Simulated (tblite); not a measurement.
A geometry optimisation, step by step.

Compound: C7H12S2.
Atom-mapped SMILES: `[CH3:1][S:2][CH2:3][C@:4]1([SH:5])[C@@H:6]2[CH2:7][CH2:8][C@H:9]12` (hydrogens: H10, H11, H12 on C1; H13, H14 on C3; H15 on S5; H16 on C6; H17, H18 on C7; H19, H20 on C8; H21 on C9)

Computed with GFN2-xTB (tblite), gas phase: L-BFGS steps from a force-field or distance-geometry start until the largest atomic force falls under 0.01 eV/Å. 7 of its 60 geometries are shown.

Step 0: E = -748.7456 eV, largest atomic force 3.191 eV/Å
```
atom  x, y, z in Å  |  force x, y, z in eV/Å
C1      2.509   -0.482    0.859   -0.244  -0.407  -0.264
S2      1.851    0.935    1.781    0.322  -0.001   0.136
C3      0.089    0.754    1.438   -0.738   0.110  -0.220
C4     -0.297    1.098   -0.005   -0.455  -2.810   1.441
S5      0.038    2.758   -0.481    0.010   0.713  -0.396
C6     -1.579    0.492   -0.548   -0.594   2.268  -1.424
C7     -2.038   -0.901   -0.382    0.024  -1.890   1.595
C8     -0.673   -1.387   -0.911   -0.348  -1.883   1.275
C9     -0.250    0.017   -1.061    0.790   1.848  -2.309
H10     3.560   -0.595    1.087    0.077   0.158   0.133
H11     1.986   -1.402    1.149    0.081   0.315   0.003
H12     2.393   -0.318   -0.213   -0.039   0.026   0.120
H13    -0.228   -0.255    1.724    0.168   0.045  -0.286
H14    -0.454    1.431    2.109    0.307   0.106  -0.040
H15     1.271    2.852    0.037   -0.127  -0.227   0.024
H16    -2.216    1.059   -1.200   -0.186   0.908   0.194
H17    -2.893   -1.179   -0.999    0.190   0.224   0.020
H18    -2.254   -1.204    0.654   -0.100  -0.077  -0.151
H19    -0.096   -1.976   -0.194    0.021  -0.214  -0.021
H20    -0.736   -1.951   -1.847    0.097   0.314   0.181
H21     0.009    0.270   -2.079    0.744   0.473  -0.012
```

Step 10: E = -749.5427 eV, largest atomic force 0.240 eV/Å
```
atom  x, y, z in Å  |  force x, y, z in eV/Å
C1      2.502   -0.493    0.846    0.006  -0.022  -0.025
S2      1.820    0.914    1.758    0.134   0.014  -0.009
C3      0.042    0.693    1.400    0.092   0.039   0.170
C4     -0.346    0.979   -0.016   -0.030   0.028  -0.004
S5     -0.006    2.708   -0.497    0.005   0.009   0.054
C6     -1.620    0.533   -0.676   -0.028  -0.063  -0.022
C7     -2.018   -0.898   -0.337   -0.034  -0.020   0.001
C8     -0.659   -1.388   -0.869    0.018  -0.034  -0.011
C9     -0.277    0.054   -1.193   -0.018  -0.041  -0.031
H10     3.554   -0.561    1.100    0.004   0.021  -0.005
H11     1.985   -1.395    1.158    0.027  -0.050   0.000
H12     2.381   -0.324   -0.219    0.009  -0.041  -0.043
H13    -0.225   -0.306    1.734   -0.087  -0.090  -0.110
H14    -0.415    1.425    2.061   -0.223   0.055   0.071
H15     1.211    2.752    0.043    0.022  -0.044   0.014
H16    -2.293    1.266   -1.088   -0.047  -0.010  -0.046
H17    -2.845   -1.239   -0.955   -0.035   0.015  -0.017
H18    -2.258   -1.130    0.700    0.074   0.131   0.074
H19    -0.027   -1.944   -0.179    0.067   0.119   0.090
H20    -0.766   -1.984   -1.772    0.015   0.006  -0.048
H21     0.252    0.354   -2.081    0.027  -0.022  -0.102
```

Step 20: E = -749.5740 eV, largest atomic force 0.148 eV/Å
```
atom  x, y, z in Å  |  force x, y, z in eV/Å
C1      2.502   -0.505    0.832   -0.016  -0.024  -0.002
S2      1.791    0.897    1.743    0.115   0.013   0.014
C3      0.009    0.681    1.392    0.037  -0.053  -0.001
C4     -0.365    0.990   -0.029    0.026   0.145  -0.015
S5     -0.002    2.725   -0.457    0.011  -0.032  -0.010
C6     -1.627    0.542   -0.707   -0.010   0.038  -0.041
C7     -2.006   -0.880   -0.325   -0.029  -0.006   0.026
C8     -0.644   -1.369   -0.852    0.048   0.008   0.008
C9     -0.279    0.067   -1.210   -0.034   0.078  -0.039
H10     3.557   -0.544    1.082   -0.022   0.062   0.024
H11     2.018   -1.421    1.157   -0.009  -0.039   0.018
H12     2.382   -0.365   -0.238   -0.044   0.034  -0.001
H13    -0.244   -0.334    1.684   -0.068  -0.119  -0.034
H14    -0.491    1.377    2.069    0.024   0.007  -0.032
H15     1.228    2.701    0.056    0.006   0.013  -0.003
H16    -2.315    1.262   -1.122    0.045  -0.026  -0.029
H17    -2.848   -1.245   -0.906   -0.018  -0.060  -0.035
H18    -2.213   -1.048    0.731   -0.001  -0.017   0.049
H19     0.009   -1.868   -0.139    0.005  -0.023   0.047
H20    -0.729   -1.992   -1.739   -0.040  -0.030   0.005
H21     0.258    0.345   -2.105   -0.028   0.030   0.052
```

Step 30: E = -749.5816 eV, largest atomic force 0.034 eV/Å
```
atom  x, y, z in Å  |  force x, y, z in eV/Å
C1      2.497   -0.512    0.832    0.002  -0.009  -0.001
S2      1.783    0.882    1.748    0.026   0.007   0.021
C3      0.004    0.666    1.381   -0.017  -0.003  -0.010
C4     -0.368    1.005   -0.036    0.009   0.004   0.002
S5      0.008    2.736   -0.452   -0.001  -0.013  -0.011
C6     -1.630    0.549   -0.715    0.003   0.010  -0.013
C7     -2.003   -0.873   -0.315    0.003   0.005  -0.002
C8     -0.637   -1.359   -0.838    0.022   0.020  -0.006
C9     -0.282    0.076   -1.214   -0.014   0.025  -0.013
H10     3.555   -0.524    1.074    0.007   0.008  -0.015
H11     2.035   -1.437    1.163    0.005  -0.011   0.016
H12     2.360   -0.370   -0.236   -0.017   0.008  -0.002
H13    -0.257   -0.357    1.641   -0.001  -0.003   0.007
H14    -0.495    1.352    2.067   -0.011  -0.012  -0.001
H15     1.240    2.697    0.058   -0.004   0.009  -0.003
H16    -2.313    1.260   -1.151    0.005  -0.005   0.016
H17    -2.838   -1.262   -0.891   -0.007   0.009  -0.007
H18    -2.207   -1.030    0.744   -0.011  -0.001   0.000
H19     0.019   -1.846   -0.117    0.001  -0.014  -0.006
H20    -0.728   -1.997   -1.715    0.005  -0.007   0.014
H21     0.249    0.363   -2.109   -0.006  -0.025   0.014
```

Step 39: E = -749.5829 eV, largest atomic force 0.028 eV/Å
```
atom  x, y, z in Å  |  force x, y, z in eV/Å
C1      2.496   -0.513    0.835   -0.004   0.003  -0.004
S2      1.782    0.874    1.760    0.010   0.022   0.012
C3      0.005    0.662    1.379   -0.025  -0.004  -0.009
C4     -0.363    1.006   -0.038    0.003  -0.011   0.000
S5      0.012    2.735   -0.461    0.002   0.001   0.011
C6     -1.628    0.552   -0.714    0.003  -0.010  -0.012
C7     -2.003   -0.869   -0.314    0.007  -0.011  -0.004
C8     -0.636   -1.358   -0.834    0.020   0.013  -0.015
C9     -0.282    0.076   -1.216   -0.010   0.013  -0.011
H10     3.559   -0.513    1.052   -0.001   0.015  -0.006
H11     2.052   -1.444    1.177    0.006  -0.003   0.008
H12     2.332   -0.370   -0.228   -0.008  -0.015  -0.012
H13    -0.256   -0.364    1.630    0.002  -0.007   0.004
H14    -0.504    1.338    2.067    0.010   0.008  -0.001
H15     1.241    2.708    0.056    0.005  -0.004   0.004
H16    -2.313    1.264   -1.145    0.024  -0.006   0.008
H17    -2.835   -1.255   -0.897   -0.009   0.005   0.002
H18    -2.214   -1.026    0.743   -0.004  -0.003   0.001
H19     0.023   -1.842   -0.114   -0.020  -0.001   0.007
H20    -0.724   -2.001   -1.707   -0.007  -0.002   0.002
H21     0.248    0.356   -2.113   -0.004  -0.005   0.017
```

Step 49: E = -749.5843 eV, largest atomic force 0.025 eV/Å
```
atom  x, y, z in Å  |  force x, y, z in eV/Å
C1      2.492   -0.509    0.834    0.006   0.001   0.003
S2      1.779    0.874    1.767    0.002   0.017  -0.003
C3      0.005    0.656    1.381   -0.007  -0.002  -0.002
C4     -0.355    1.002   -0.038   -0.017  -0.007   0.000
S5      0.017    2.733   -0.451    0.007   0.005  -0.009
C6     -1.621    0.554   -0.715   -0.016  -0.014  -0.004
C7     -2.006   -0.865   -0.321    0.008  -0.014   0.002
C8     -0.638   -1.360   -0.835    0.006   0.006  -0.001
C9     -0.277    0.073   -1.218   -0.016  -0.002   0.004
H10     3.562   -0.474    1.010    0.011  -0.007  -0.008
H11     2.086   -1.445    1.208    0.011  -0.005   0.002
H12     2.284   -0.390   -0.224   -0.007   0.003   0.003
H13    -0.254   -0.371    1.630   -0.004  -0.002   0.007
H14    -0.510    1.331    2.065    0.008   0.001   0.005
H15     1.248    2.709    0.062    0.001  -0.013   0.006
H16    -2.300    1.274   -1.143    0.001  -0.006  -0.013
H17    -2.840   -1.246   -0.906    0.014   0.010  -0.008
H18    -2.221   -1.028    0.735   -0.004   0.016   0.001
H19     0.011   -1.841   -0.104   -0.003  -0.001  -0.010
H20    -0.722   -2.010   -1.703   -0.005   0.019   0.001
H21     0.252    0.351   -2.116    0.001  -0.005   0.024
```

Step 59: E = -749.5854 eV, largest atomic force 0.009 eV/Å
```
atom  x, y, z in Å  |  force x, y, z in eV/Å
C1      2.494   -0.504    0.834   -0.001   0.001   0.001
S2      1.778    0.878    1.766   -0.002  -0.004   0.004
C3      0.002    0.653    1.385    0.008   0.003   0.001
C4     -0.359    1.000   -0.034   -0.003   0.002  -0.004
S5      0.027    2.728   -0.448    0.002   0.006  -0.004
C6     -1.621    0.555   -0.720   -0.004  -0.005   0.001
C7     -2.011   -0.863   -0.327    0.002  -0.004   0.001
C8     -0.641   -1.361   -0.834   -0.004  -0.004   0.002
C9     -0.275    0.071   -1.212   -0.003  -0.006   0.000
H10     3.569   -0.440    0.963    0.003   0.008   0.002
H11     2.130   -1.443    1.242   -0.001  -0.006  -0.002
H12     2.238   -0.409   -0.216    0.003  -0.004  -0.006
H13    -0.253   -0.375    1.635   -0.004   0.004   0.000
H14    -0.511    1.328    2.072   -0.002  -0.002   0.000
H15     1.254    2.691    0.075   -0.001   0.000   0.001
H16    -2.294    1.275   -1.157    0.000   0.002   0.002
H17    -2.841   -1.242   -0.920    0.003   0.004   0.004
H18    -2.234   -1.021    0.728    0.001   0.001  -0.003
H19     0.003   -1.847   -0.102   -0.003   0.000  -0.002
H20    -0.726   -2.007   -1.704    0.002   0.006  -0.001
H21     0.263    0.348   -2.106    0.004   0.000   0.006
```

Task: Summarise the path.

Result: The energy falls by 19.37 kcal/mol from step 0 to step 59; nine tenths of that is first reached at step 8. It falls at every step. The largest force goes from 3.191 to 0.009 eV/Å. Among the bonds C4–S5 changes most, from 1.759 to 1.819 Å; the atoms move by 0.158 Å rms after alignment.

Task: Follow the three bonds and two angles with the largest change from start to end.

Result: 
```json
{"step": "0", "E above end (kcal/mol)": "19.37", "largest force (eV/Å)": "3.191", "C4–S5 (Å)": "1.759", "C8–C9 (Å)": "1.474", "C6–C7 (Å)": "1.476", "C4–C9–C8 (°)": "126.9", "C4–C6–C7 (°)": "126.8"}
{"step": "3", "E above end (kcal/mol)": "5.90", "largest force (eV/Å)": "0.991", "C4–S5 (Å)": "1.872", "C8–C9 (Å)": "1.538", "C6–C7 (Å)": "1.535", "C4–C9–C8 (°)": "117.3", "C4–C6–C7 (°)": "117.3"}
{"step": "5", "E above end (kcal/mol)": "3.62", "largest force (eV/Å)": "0.498", "C4–S5 (Å)": "1.841", "C8–C9 (Å)": "1.531", "C6–C7 (Å)": "1.529", "C4–C9–C8 (°)": "115.5", "C4–C6–C7 (°)": "115.4"}
{"step": "8", "E above end (kcal/mol)": "1.60", "largest force (eV/Å)": "0.507", "C4–S5 (Å)": "1.802", "C8–C9 (Å)": "1.527", "C6–C7 (Å)": "1.527", "C4–C9–C8 (°)": "114.6", "C4–C6–C7 (°)": "114.3"}
{"step": "10", "E above end (kcal/mol)": "0.98", "largest force (eV/Å)": "0.240", "C4–S5 (Å)": "1.826", "C8–C9 (Å)": "1.526", "C6–C7 (Å)": "1.524", "C4–C9–C8 (°)": "113.9", "C4–C6–C7 (°)": "113.7"}
{"step": "13", "E above end (kcal/mol)": "0.70", "largest force (eV/Å)": "0.139", "C4–S5 (Å)": "1.831", "C8–C9 (Å)": "1.527", "C6–C7 (Å)": "1.523", "C4–C9–C8 (°)": "113.6", "C4–C6–C7 (°)": "113.6"}
{"step": "15", "E above end (kcal/mol)": "0.60", "largest force (eV/Å)": "0.138", "C4–S5 (Å)": "1.819", "C8–C9 (Å)": "1.527", "C6–C7 (Å)": "1.523", "C4–C9–C8 (°)": "113.4", "C4–C6–C7 (°)": "113.4"}
{"step": "18", "E above end (kcal/mol)": "0.40", "largest force (eV/Å)": "0.173", "C4–S5 (Å)": "1.817", "C8–C9 (Å)": "1.523", "C6–C7 (Å)": "1.521", "C4–C9–C8 (°)": "112.7", "C4–C6–C7 (°)": "112.4"}
{"step": "21", "E above end (kcal/mol)": "0.21", "largest force (eV/Å)": "0.092", "C4–S5 (Å)": "1.824", "C8–C9 (Å)": "1.525", "C6–C7 (Å)": "1.522", "C4–C9–C8 (°)": "112.3", "C4–C6–C7 (°)": "112.0"}
{"step": "23", "E above end (kcal/mol)": "0.16", "largest force (eV/Å)": "0.095", "C4–S5 (Å)": "1.820", "C8–C9 (Å)": "1.527", "C6–C7 (Å)": "1.524", "C4–C9–C8 (°)": "112.3", "C4–C6–C7 (°)": "111.9"}
{"step": "26", "E above end (kcal/mol)": "0.11", "largest force (eV/Å)": "0.047", "C4–S5 (Å)": "1.817", "C8–C9 (Å)": "1.525", "C6–C7 (Å)": "1.523", "C4–C9–C8 (°)": "112.0", "C4–C6–C7 (°)": "111.7"}
{"step": "28", "E above end (kcal/mol)": "0.10", "largest force (eV/Å)": "0.033", "C4–S5 (Å)": "1.819", "C8–C9 (Å)": "1.525", "C6–C7 (Å)": "1.523", "C4–C9–C8 (°)": "112.0", "C4–C6–C7 (°)": "111.7"}
{"step": "31", "E above end (kcal/mol)": "0.08", "largest force (eV/Å)": "0.025", "C4–S5 (Å)": "1.819", "C8–C9 (Å)": "1.526", "C6–C7 (Å)": "1.523", "C4–C9–C8 (°)": "112.0", "C4–C6–C7 (°)": "111.8"}
{"step": "33", "E above end (kcal/mol)": "0.08", "largest force (eV/Å)": "0.030", "C4–S5 (Å)": "1.819", "C8–C9 (Å)": "1.526", "C6–C7 (Å)": "1.523", "C4–C9–C8 (°)": "112.0", "C4–C6–C7 (°)": "111.8"}
{"step": "36", "E above end (kcal/mol)": "0.07", "largest force (eV/Å)": "0.024", "C4–S5 (Å)": "1.819", "C8–C9 (Å)": "1.525", "C6–C7 (Å)": "1.523", "C4–C9–C8 (°)": "111.9", "C4–C6–C7 (°)": "111.7"}
{"step": "38", "E above end (kcal/mol)": "0.06", "largest force (eV/Å)": "0.028", "C4–S5 (Å)": "1.819", "C8–C9 (Å)": "1.526", "C6–C7 (Å)": "1.523", "C4–C9–C8 (°)": "111.9", "C4–C6–C7 (°)": "111.8"}
{"step": "41", "E above end (kcal/mol)": "0.05", "largest force (eV/Å)": "0.024", "C4–S5 (Å)": "1.818", "C8–C9 (Å)": "1.526", "C6–C7 (Å)": "1.523", "C4–C9–C8 (°)": "111.9", "C4–C6–C7 (°)": "111.8"}
{"step": "44", "E above end (kcal/mol)": "0.04", "largest force (eV/Å)": "0.025", "C4–S5 (Å)": "1.819", "C8–C9 (Å)": "1.525", "C6–C7 (Å)": "1.522", "C4–C9–C8 (°)": "111.8", "C4–C6–C7 (°)": "111.8"}
{"step": "46", "E above end (kcal/mol)": "0.04", "largest force (eV/Å)": "0.030", "C4–S5 (Å)": "1.820", "C8–C9 (Å)": "1.526", "C6–C7 (Å)": "1.522", "C4–C9–C8 (°)": "111.7", "C4–C6–C7 (°)": "111.9"}
{"step": "49", "E above end (kcal/mol)": "0.03", "largest force (eV/Å)": "0.025", "C4–S5 (Å)": "1.819", "C8–C9 (Å)": "1.527", "C6–C7 (Å)": "1.523", "C4–C9–C8 (°)": "111.8", "C4–C6–C7 (°)": "111.9"}
{"step": "51", "E above end (kcal/mol)": "0.02", "largest force (eV/Å)": "0.038", "C4–S5 (Å)": "1.819", "C8–C9 (Å)": "1.526", "C6–C7 (Å)": "1.523", "C4–C9–C8 (°)": "111.8", "C4–C6–C7 (°)": "111.9"}
{"step": "54", "E above end (kcal/mol)": "0.01", "largest force (eV/Å)": "0.024", "C4–S5 (Å)": "1.820", "C8–C9 (Å)": "1.526", "C6–C7 (Å)": "1.523", "C4–C9–C8 (°)": "111.9", "C4–C6–C7 (°)": "111.8"}
{"step": "56", "E above end (kcal/mol)": "0.00", "largest force (eV/Å)": "0.023", "C4–S5 (Å)": "1.819", "C8–C9 (Å)": "1.526", "C6–C7 (Å)": "1.523", "C4–C9–C8 (°)": "111.8", "C4–C6–C7 (°)": "111.9"}
{"step": "59", "E above end (kcal/mol)": "0.00", "largest force (eV/Å)": "0.009", "C4–S5 (Å)": "1.819", "C8–C9 (Å)": "1.526", "C6–C7 (Å)": "1.523", "C4–C9–C8 (°)": "111.8", "C4–C6–C7 (°)": "111.9"}
```

What follows is the cost of the whole relaxation. Time: 0.53 s of wall time. Hardware: an Arm Neoverse V1 with one thread, shared host with 32 logical CPUs at a one-minute load of 23.
